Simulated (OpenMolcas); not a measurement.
Ru2+ (d6) among equal point charges was computed by CASSCF with the d shell active (OpenMolcas, ANO-RCC-VDZP on the metal). Its lowest spin-free states, and all those of the highest spin:

```csv
2S+1,Degeneracy,E (cm-1)
5,2,0.0
5,2,12093
5,1,12573
3,1,12856
3,2,15869
3,2,16181
3,2,16405
3,2,18725
3,2,19784
3,1,20120
1,1,22283
1,2,22688
```

Question: Is the site octahedral, tetrahedral or cube-like, axial, or of lower symmetry?

Answer: The states with 2S+1 = 5 have orbital degeneracies 2, 2, 1. There are pairs but no triples, so the site is axial: not cubic, but with a proper or improper axis of order three or more. The run had Ru2+ among 2 point charges of -2 e arranged as a linear pair (D∞h), 2.05 Å from the ion.

Without dynamic correlation the repulsion within the d shell is too large (B by tens of per cent), so at a given field states of lower spin stand too high. Point charges give a weaker field than real ligands, and real ions of this kind are as a rule low spin; the high spin found here belongs to the model. Point charges carry no covalency, so the field is a model and not that of real ligands. No measured value stands beside these numbers.
